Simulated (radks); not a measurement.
The numbers below are computed, except where a source is named.
Isoelectronic series with 5 electrons, each ion in its NIST ground configuration. Code: a radial shooting solver on a logarithmic mesh with Libxc functionals. Model: Dirac Kohn-Sham, LDA (Slater exchange, Perdew-Wang correlation), spin-unpolarised, spherical densities, point nucleus; open shells fill j = l - 1/2 first. Total energies (hartree) and mean radii <r> (bohr) (* marks an orbital that is empty in some or all of the ions):

| ion | configuration | E (hartree) | 2p3/2* | 2p1/2 | 2s1/2 |
|---|---|---|---|---|---|
| B | [He] 2s2 2p1 | -24.35070 | 2.290 | 2.289 | 1.965 |
| Ne5+ | [He] 2s2 2p1 | -115.40918 | 0.6669 | 0.6658 | 0.7368 |
| P10+ | [He] 2s2 2p1 | -275.76236 | 0.3981 | 0.3966 | 0.4545 |
| Ca15+ | [He] 2s2 2p1 | -506.10345 | 0.2841 | 0.2822 | 0.3280 |
| Mn20+ | [He] 2s2 2p1 | -807.46267 | 0.2209 | 0.2185 | 0.2561 |
| Zn25+ | [He] 2s2 2p1 | -1181.21240 | 0.1806 | 0.1777 | 0.2095 |
| Br30+ | [He] 2s2 2p1 | -1629.09775 | 0.1526 | 0.1493 | 0.1768 |
| Zr35+ | [He] 2s2 2p1 | -2153.27762 | 0.1321 | 0.1283 | 0.1525 |
| Rh40+ | [He] 2s2 2p1 | -2756.37822 | 0.1163 | 0.1121 | 0.1337 |
| Sn45+ | [He] 2s2 2p1 | -3441.56227 | 0.1039 | 0.09911 | 0.1186 |
| Cs50+ | [He] 2s2 2p1 | -4212.6184 | 0.09375 | 0.08849 | 0.1063 |
| Nd55+ | [He] 2s2 2p1 | -5074.0777 | 0.08536 | 0.07960 | 0.09591 |
| Tb60+ | [He] 2s2 2p1 | -6031.3659 | 0.07830 | 0.07200 | 0.08708 |
| Yb65+ | [He] 2s2 2p1 | -7091.0061 | 0.07226 | 0.06542 | 0.07944 |
| Re70+ | [He] 2s2 2p1 | -8260.8916 | 0.06703 | 0.05963 | 0.07273 |
